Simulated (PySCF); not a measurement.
Computed Raman spectrum (relative Raman activity) of a molecule C3H9N. The structure is a stationary point at B3LYP-D3(BJ)/def2-SVP. Other conformers were not sampled. Level of theory: B3LYP-D3(BJ)/def2-SVP in PySCF. No scaling factor is applied to the harmonic values.

| ν (cm⁻¹) | relative intensity |
|---|---|
| 758 | 2.0 |
| 894 | 3.7 |
| 1108 | 3.0 |
| 1164 | 2.5 |
| 1296 | 5.0 |
| 1405 | 3.1 |
| 1443 | 5.8 |
| 1458 | 4.3 |
| 1463 | 16 |
| 1474 | 13 |
| 1479 | 3.4 |
| 1504 | 12 |
| 2892 | 53 |
| 2916 | 99 |
| 3024 | 100 |
| 3029 | 28 |
| 3047 | 61 |
| 3102 | 89 |
| 3125 | 43 |
| 3510 | 47 |

Question: Which structure fits?
A. CN(C)C
B. CC(C)N
C. CCNC
D. CCCN

Answer: C, CCNC
